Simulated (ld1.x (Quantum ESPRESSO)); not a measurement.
**boron (B): variants of one TM potential**

Base potential:

```
Element                 : boron
Generator               : ld1.x (Quantum ESPRESSO) 7.5
Type                    : norm-conserving Troullier–Martins (Kleinman–Bylander form)
Functional              : PBEsol
Relativity              : scalar-relativistic
Frozen core             : [He]
Valence charge          : 3
Reference configuration : 2s2 2p1
Partial waves           : 2s (bound): rc 1.50 bohr; 2p (bound): rc 2.75 bohr
Local potential         : the p channel
Core correction         : a·sin(br)/r model core inside 1.50 bohr
```

Cutoffs, loose and tight: the cutoffs (Ry, on a coarse ladder) from which the occupation-weighted sum of valence levels, in a spherical-Bessel basis at the reference potential, stays within 10 and 1 mRy of its value at 400 Ry. They do not see the model core or the augmentation charge, which bear on the density cutoff. Test errors are all-electron minus pseudo excitation energies from the reference, over the configurations 2s2 2p0; 2s1 2p0; 2s2 2p0.5; 2s1 2p2; 2s0 2p3; 2s1 2p1; 2s2 2p1.3. A dash means not determined; rows that change the core or the reference have their own tests.

| change | outcome | cutoff, loose | cutoff, tight | bound ghosts | largest test error (meV) |
| --- | --- | --- | --- | --- | --- |
| base | generated | 18 Ry | 50 Ry | none | +181 |
| reference 2s1.75 2p1.25 | generated | 18 Ry | 50 Ry | none | +218 |
| type ultrasoft; waves now 2s (bound): rcut 1.30, rcutus 1.50 bohr; 2s channel at 2.7 Ry: rcut 1.30, rcutus 1.50 bohr; 2p (bound): rcut 2.40, rcutus 2.75 bohr; 2p channel at 4.3 Ry: rcut 2.40, rcutus 2.75 bohr; local potential all-electron potential smoothed inside 2.25 bohr (lloc = -2); augmentation PSQ, inside the norm-conserving radii | generated | 8 Ry | 12 Ry | none | -146 |
| wave 2s (bound): rc 1.50 bohr becomes 2s (bound): rc 2.12 bohr | generated | 15 Ry | 18 Ry | none | +167 |
| core correction a·sin(br)/r model core inside 0.62 bohr | generated | 18 Ry | 50 Ry | none | +173 |
| wave 2p (bound): rc 2.75 bohr becomes 2p (bound): rc 2.26 bohr | generated | 21 Ry | 50 Ry | none | +110 |
| all radii but the core radius scaled by about 0.73 (s 1.10, p 2.02 bohr) | generated | 25 Ry | 70 Ry | none | +96 |
| functional PBE | generated | 18 Ry | 50 Ry | none | +198 |
| type ultrasoft; waves now 2s (bound): rcut 1.30, rcutus 1.50 bohr; 2s channel at 0.85 Ry: rcut 1.30, rcutus 1.50 bohr; 2p (bound): rcut 2.40, rcutus 2.75 bohr; 2p channel at 1.9 Ry: rcut 2.40, rcutus 2.75 bohr; local potential all-electron potential smoothed inside 2.70 bohr (lloc = -1); augmentation PSQ, radius 1.25 bohr | generated | 8 Ry | 12 Ry | none | +60 |
